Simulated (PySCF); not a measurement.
# Working out the excitation energy of Se

Se [Ar] 3d10 4s2 4p4 (3P) → Se [Ar] 3d10 4s1 4p5 (3P). Computed with PySCF 2.14 in aug-cc-pVDZ-PP with ECP10MDF, with scalar relativity through the core potential. Frozen: 3s2 3p6 3d10. Energies in hartree (1 hartree = 27.21139 eV):

```csv
part,Se (lower),Se (upper)
UHF,-371.846027,-371.415072
CCSD correlation,-0.092091,-0.170752
(T),-0.001516,-0.013249
```

**Question.** What does Hartree-Fock give?

**Answer.** (-371.415072) − (-371.846027) = 0.430955 hartree = 11.727 eV.

**Question.** What do CCSD and CCSD(T) give?

**Answer.** The CCSD correlation energies differ by -0.078661 hartree = -2.140 eV and the triples by -0.011733 hartree = -0.319 eV, so CCSD gives 9.587 eV and CCSD(T) 9.268 eV.

A double-zeta basis recovers only part of the correlation energy.

The coupled-cluster amplitudes are large, so a single reference is strained.
